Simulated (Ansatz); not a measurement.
Relaxation of AlCl₂H₄N (8 atoms, charge 0, multiplicity 1), to a largest force component of 0.03 eV/Å in at most 50 steps.

Theory: RKS B3LYP/def2-SVP in Ansatz.

```xyz
8
Properties=species:S:1:pos:R:3:forces:R:3
Al 0.014 -0.170 -0.049 0.00 -0.24 1.14
Cl 0.010 -0.662 2.086 0.02 0.04 -1.06
N 1.548 -0.090 -0.898 0.01 0.02 -0.02
H 2.449 -0.261 -0.460 0.00 0.02 -0.05
H 1.657 0.163 -1.877 0.02 -0.05 0.06
Cl -1.809 0.048 -1.059 -0.03 0.01 -0.03
H -0.181 2.377 0.993 -0.09 1.30 -1.17
H -0.145 1.835 1.466 0.08 -1.11 1.12
```

Question: Where does it end, and by what steps?

Answer: The forces met the threshold. The force dipped under the threshold on the way, but the program's further checks kept it going. After 12 steps the energy has fallen by 0.125 eV; H8 moved furthest, 0.33 Å.

```json
{"step": "0", "energy less start (eV)": "0.0000", "largest force component (eV/Å)": "1.300", "accepted": "yes"}
{"step": "1", "energy less start (eV)": "-0.1106", "largest force component (eV/Å)": "0.438", "accepted": "yes"}
{"step": "2", "energy less start (eV)": "-0.1206", "largest force component (eV/Å)": "0.190", "accepted": "yes"}
{"step": "3", "energy less start (eV)": "-0.1229", "largest force component (eV/Å)": "0.068", "accepted": "yes"}
{"step": "4", "energy less start (eV)": "-0.1233", "largest force component (eV/Å)": "0.039", "accepted": "yes"}
{"step": "5", "energy less start (eV)": "-0.1238", "largest force component (eV/Å)": "0.016", "accepted": "yes"}
{"step": "6", "energy less start (eV)": "-0.1239", "largest force component (eV/Å)": "0.059", "accepted": "yes"}
{"step": "7", "energy less start (eV)": "-0.1241", "largest force component (eV/Å)": "0.029", "accepted": "yes"}
{"step": "8", "energy less start (eV)": "-0.1243", "largest force component (eV/Å)": "0.019", "accepted": "yes"}
{"step": "9", "energy less start (eV)": "-0.1241", "largest force component (eV/Å)": "0.137", "accepted": "no"}
{"step": "10", "energy less start (eV)": "-0.1245", "largest force component (eV/Å)": "0.037", "accepted": "yes"}
{"step": "11", "energy less start (eV)": "-0.1243", "largest force component (eV/Å)": "0.084", "accepted": "no"}
{"step": "12", "energy less start (eV)": "-0.1246", "largest force component (eV/Å)": "0.023", "accepted": "yes"}
```

```xyz
8
Properties=species:S:1:pos:R:3
Al 0.049 -0.275 -0.020
Cl 0.048 -0.920 1.982
N 1.568 -0.143 -0.895
H 2.483 -0.338 -0.498
H 1.651 0.138 -1.867
Cl -1.765 0.105 -1.012
H -0.348 2.527 0.941
H -0.142 2.147 1.568
```

Whether the end is a true minimum wasn't checked by a vibrational analysis.

Time of the run: 25 s on 2 threads of Arm Neoverse V1, with other jobs on the host, peak memory 0.18 GiB.
